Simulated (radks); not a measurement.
Spherical jellium clusters: N electrons in a uniform positive sphere of charge N and radius rs N^(1/3), rs = 4 bohr. Calculated with a radial shooting solver with Libxc functionals: non-relativistic Kohn-Sham, LDA (Slater exchange, Perdew-Wang correlation), spin-polarised, spherical densities. Levels are named by radial order and angular momentum (1s, 1p, 1d, 2s, ...), and open shells are averaged over m.

N = 7, configuration 1s2 1p(up 3, down 2). This is the lowest configuration that the search found. Occupied and some empty levels:

level,occupation,eigenvalue (eV),<r> (bohr)
1s up,1,-4.5143,5.162
1s down,1,-4.3275,5.177
1p up,3,-3.1922,6.328
1p down,2,-3.0137,6.392
1d up,0,-1.6478,7.521
1d down,0,-1.5023,7.645
2s up,0,-1.2599,7.859
2s down,0,-1.1708,8.021
1f up,0,-0.12289,9.684
1f down,0,-0.035553,10.10

Energy (eV): total -12.1811, kinetic 11.766, external -203.66, Hartree 99.613, exchange-correlation -24.452, background 104.55.
